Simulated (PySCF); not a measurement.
Homolysis of single bonds, series Sn F-H. Gas-phase values, no solvent. Strings in code marks are SMILES.

The numbers are results of PBE-D3(BJ)/def2-TZVP // PBE0-D3(BJ)/def2-TZVP (PySCF 2.14.0), not measurements. 

```csv
species,LUMO (eV),HOMO–LUMO gap (eV)
whole molecule (`[F][Sn]([F])([F])[F]`),?,5.64
radical fragment (`[F][Sn]([F])[F]`),–,–
whole molecule (`[F][SnH]([F])[F]`),-3.16,6.13
radical fragment (`[SnH3]`),–,–
```

Question: Fill in the missing entries.

Answer: 
- whole molecule (`[F][Sn]([F])([F])[F]`), LUMO (eV): -4.61
